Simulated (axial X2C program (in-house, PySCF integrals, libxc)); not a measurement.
## Low determinants of GaO⁻ at the PBE0 level, with spin–orbit coupling

All values were computed with an in-house relativistic program for diatomic molecules. Two-component (2c) means X2C with spin–orbit coupling and atomic mean-field two-electron Coulomb and Gaunt terms. Basis: Ga dyall-acv3z [10s10p8d5f1g], O dyall-av3z [7s6p3d2f] (cores contracted in-house); Gaussian nuclei, density fitting, unrestricted open shells. Masses: Ga 68.926 u, O 15.995 u.

Search at 1.740 Å (vertical energies from the lowest determinant):

| ΔE (eV) | state | electrons beyond evenly filled partner blocks | electrons in ±ω = 1/2, 3/2, 5/2, 7/2 |
| --- | --- | --- | --- |
| 0.00 | Ω = 0 | none | 28 10 2 0 |
| 2.40 | Ω = 2 | ω = 1/2, ω = 3/2 | 27 11 2 0 |
| 2.54 | Ω = 1 | 2 × ω = 1/2 | 28 10 2 0 |
| 2.55 | Ω = 1 | ω = -1/2, ω = 3/2 | 27 11 2 0 |
| 2.98 | Ω = 1 | ω = -1/2, ω = 3/2 | 29 9 2 0 |
| 3.00 | Ω = 3 | 2 × ω = 3/2 | 28 10 2 0 |
| 3.04 | Ω = 2 | ω = 1/2, ω = 3/2 | 29 9 2 0 |

Lowest determinant, Ω = 0 (closed shell): Re = 1.704 Å, ωe = 821.8 cm⁻¹.

The determinant in row 2 of the search, Ω = 2 (⟨Sz⟩ = 1.00, ⟨Lz⟩ = 1.00 at PBE0), was followed along the bond at PBE0; measured from the minimum of the lowest determinant it gives:

Te = 2.416 eV (19487 cm⁻¹), Re = 1.728 Å, ωe = 661.2 cm⁻¹.

Q: Compare the bond of the determinant in row 2 with that of the lowest one.

A: At PBE0 its Re is 0.024 Å longer and its force constant, which goes as ωe², is 0.65 times that of the lowest determinant. T0 ≈ Te + Δωe/2 = 19487 + (-80) = 19407 cm⁻¹.

The search compares states at one distance, so a state with another bond length can lie lower; it is not exhaustive and yields mostly the lowest determinant of each block pattern, so other components and higher states of one pattern are missing. These are energies of single determinants, not of spin-adapted states; PBE0 term energies can be off by some tenths of an eV, and the functional has no current term. Open-shell Ω = 0 determinants with evenly filled partner blocks cannot be reached by this program, so the Ω shown need not be the lowest component. For an anion, determinants above electron detachment are held by the basis set. Row 2 has a positive highest level at its minimum.
